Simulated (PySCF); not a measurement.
C₃H₈Cd. Atoms are numbered in the order given.

```xyz
12

Cd    -0.1122     0.1539     0.3009
C     -0.9946     1.7770     1.3773
H     -1.3584     1.4386     2.3605
H     -1.8473     2.1962     0.8201
H     -0.2600     2.5816     1.5396
C      0.7767    -1.4815    -0.7780
C      0.9011    -1.2764    -2.2928
H      0.1767    -2.3820    -0.5602
H      1.7694    -1.6664    -0.3324
H      1.5221    -0.4001    -2.5441
H     -0.0795    -1.1208    -2.7731
H      1.3646    -2.1481    -2.7910
```
Charge 0, spin multiplicity 1.

Coordinates come from a B3LYP-D3(BJ)/def2-SVP optimisation. The structure was generated by enumeration; whether it is a known compound was not checked. The def2 effective core potentials stand for the cores of Cd; spin–orbit coupling is left out. Other conformers were not sampled.

Calculation: PBE0/def2-TZVP (PySCF).

Atomic charges (e):

```csv
atom,Mulliken,Löwdin
Cd1,0.62,0.77
C2,-0.72,-0.69
H3,0.13,…
H4,0.13,…
H5,0.13,…
C6,-0.50,-0.58
C7,-0.38,-0.38
H8,0.12,…
H9,0.12,…
H10,0.12,…
H11,0.12,…
H12,0.12,…
```

### Question
What belongs in the gaps? (The exact figures need the calculation; the answer reports its results.)

### Answer

- H3, Löwdin: 0.10
- H4, Löwdin: 0.10
- H5, Löwdin: 0.10
- H8, Löwdin: 0.12
- H9, Löwdin: 0.12
- H10, Löwdin: 0.12
- H11, Löwdin: 0.12
- H12, Löwdin: 0.11
